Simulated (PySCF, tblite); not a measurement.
Isomers of C6H11FO, one GFN2-xTB conformer each. Single-point energies are computed at PBE0/pcSseg-1 (PySCF, gas phase, no added dispersion term), electronic only.

| SMILES | GFN2-xTB relative energy (kcal/mol) |
| --- | --- |
| C=C(CF)CCOC | 12.3 |
| CC[C@@H](F)C1COC1 | 0.0 |

Conformers: `[CH2:1]=[C:2]([CH2:3][F:4])[CH2:5][CH2:6][O:7][CH3:8]` with C1–C2–C3–F4 -104°, C1–C2–C5–C6 109°, C2–C5–C6–O7 -174°, C5–C6–O7–C8 180°; `[CH3:1][CH2:2][C@@H:3]([F:4])[CH:5]1[CH2:6][O:7][CH2:8]1` with C1–C2–C3–F4 65°, C2–C3–C5–C6 172°.

Q: What does PBE0/pcSseg-1 give for the same structures?

A: 
```
           SMILES  PBE0/pcSseg-1 E (Eh)  PBE0/pcSseg-1 (kcal/mol)  GFN2-xTB (kcal/mol)  point group
CC[C@@H](F)C1COC1            -409.78332                       0.0                  0.0           C1
      C=C(CF)CCOC            -409.77291                       6.5                 12.3           C1
```

Both levels put the same isomer lowest. As drawn, the lower has a four-membered ring, which the higher lacks; the higher has a C=C bond outside aromatic rings, which the lower lacks.

Q: Which frontier levels, dipoles and rotational constants go with these structures?

A: 
```json
{"SMILES": "CC[C@@H](F)C1COC1", "HOMO (eV, PBE0/pcSseg-1)": "-7.25", "LUMO (eV)": "1.38", "dipole (D)": "1.99", "A, B, C (MHz)": "4154, 1185, 1001"}
{"SMILES": "C=C(CF)CCOC", "HOMO (eV, PBE0/pcSseg-1)": "-7.29", "LUMO (eV)": "-0.21", "dipole (D)": "0.76", "A, B, C (MHz)": "3366, 1027, 858.6"}
```

Q: What happens when harmonic zero-point energies from GFN2-xTB frequencies are added?

A: 
```
           SMILES  ZPE (kcal/mol)  electronic (kcal/mol)  with ZPE (kcal/mol)
CC[C@@H](F)C1COC1           100.9                    0.0                  0.0
      C=C(CF)CCOC            99.1                    6.5                  4.7
```

The zero-point energies span 1.8 kcal/mol. The order is unchanged.
